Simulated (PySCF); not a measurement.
F2Mg, triplet, geometry from GFN2-xTB (such geometries of metal compounds can be far from the true shape) (a higher spin typed on purpose: for a closed-shell molecule this is an excited state); PBE/6-31G** (PySCF).

Here is a job for PySCF.
```python
from pyscf import gto, scf, dft

mol = gto.M(
    atom='''
Mg    0.00000000    0.00000000    0.00000000
F     0.00000000    0.00000000    1.86475130
F    -0.00000000   -0.00000000   -1.86475130
''',
    basis='6-31g**',
    spin=2,
    verbose=4,
)

mf = dft.UKS(mol)
mf.xc = 'pbe'
mf.kernel()
```

Q: Write the output that PySCF gives for this input, abridged.

A: 
```
PySCF version 2.14.0

[INPUT] verbose = 4
[INPUT] num. atoms = 3
[INPUT] num. electrons = 30
[INPUT] charge = 0
[INPUT] spin (= nelec alpha-beta = 2S) = 2
[INPUT] symmetry False subgroup None
[INPUT] Mole.unit = angstrom
[INPUT] Symbol           X                Y                Z      unit          X                Y                Z       unit  Magmom
[INPUT]  1 Mg     0.000000000000   0.000000000000   0.000000000000 AA    0.000000000000   0.000000000000   0.000000000000 Bohr   0.0
[INPUT]  2 F      0.000000000000   0.000000000000   1.864751300000 AA    0.000000000000   0.000000000000   3.523869247427 Bohr   0.0
[INPUT]  3 F      0.000000000000   0.000000000000  -1.864751300000 AA    0.000000000000   0.000000000000  -3.523869247427 Bohr   0.0

nuclear repulsion = 72.7893068641271
number of shells = 20
number of NR pGTOs = 105
number of NR cGTOs = 46
basis = 6-31g**
ecp = {}

******** <class 'pyscf.dft.uks.UKS'> ********
method = UKS
initial guess = minao
damping factor = 0
level_shift factor = 0
DIIS = <class 'pyscf.scf.diis.CDIIS'>
diis_start_cycle = 1
diis_space = 8
diis_damp = 0
SCF conv_tol = 1e-09
SCF conv_tol_grad = None
SCF max_cycles = 50
direct_scf = True
direct_scf_tol = 1e-13
number electrons alpha = 16  beta = 14
XC library pyscf.dft.libxc version 7.1.2
    S. Lehtola, C. Steigemann, M. J. T. Oliveira, and M. A. L. Marques,  SoftwareX 7, 1–5 (2018)
XC functionals = pbe
    J. P. Perdew, K. Burke, and M. Ernzerhof,  Phys. Rev. Lett. 77, 3865 (1996)
    J. P. Perdew, K. Burke, and M. Ernzerhof,  Phys. Rev. Lett. 78, 1396 (1997)
    J. P. Perdew, K. Burke, and M. Ernzerhof,  Phys. Rev. Lett. 77, 3865 (1996)
    J. P. Perdew, K. Burke, and M. Ernzerhof,  Phys. Rev. Lett. 78, 1396 (1997)
radial grids:
    Treutler-Ahlrichs [JCP 102, 346 (1995); DOI:10.1063/1.469408] (M4) radial grids

becke partition: Becke, JCP 88, 2547 (1988); DOI:10.1063/1.454033
pruning grids: <function nwchem_prune>
grids dens level: 3
symmetrized grids: False
atomic radii adjust function: <function treutler_atomic_radii_adjust>
small_rho_cutoff = 0
Set gradient conv threshold to 3.16228e-05
tot grids = 47104
init E= -399.399001079649

cycle= 1 E= -399.30593143084  delta_E= 0.0931  |g|= 0.357  |ddm|= 1.13

cycle= 2 E= -399.186081826299  delta_E= 0.12  |g|= 0.692  |ddm|= 0.702

cycle= 3 E= -399.353643830971  delta_E= -0.168  |g|= 0.00676  |ddm|= 0.449

cycle= 4 E= -399.353672878506  delta_E= -2.9e-05  |g|= 0.00149  |ddm|= 0.0128

cycle= 5 E= -399.35367153838  delta_E= 1.34e-06  |g|= 0.0021  |ddm|= 0.00259

cycle= 6 E= -399.348218333257  delta_E= 0.00545  |g|= 0.0985  |ddm|= 0.0897

cycle= 7 E= -399.353666813388  delta_E= -0.00545  |g|= 0.0036  |ddm|= 0.0911

cycle= 8 E= -399.353657811684  delta_E= 9e-06  |g|= 0.0054  |ddm|= 0.00159

cycle= 9 E= -399.35367305285  delta_E= -1.52e-05  |g|= 0.0013  |ddm|= 0.00362

cycle= 10 E= -399.35367397488  delta_E= -9.22e-07  |g|= 0.00016  |ddm|= 0.00101

cycle= 11 E= -399.353673987483  delta_E= -1.26e-08  |g|= 5.25e-05  |ddm|= 9.45e-05

cycle= 12 E= -399.353673988982  delta_E= -1.5e-09  |g|= 7.48e-06  |ddm|= 5.31e-05

cycle= 13 E= -399.353673989008  delta_E= -2.61e-11  |g|= 3.09e-06  |ddm|= 9.76e-06

Extra cycle  E= -399.353673463151  delta_E= 5.26e-07  |g|= 0.000973  |ddm|= 0.000862
SCF not converged.
SCF energy = -399.353673463151 after 50 cycles  <S^2> = 2.0014786  2S+1 = 3.0009856
```

The run did not converge; its last values are not results.
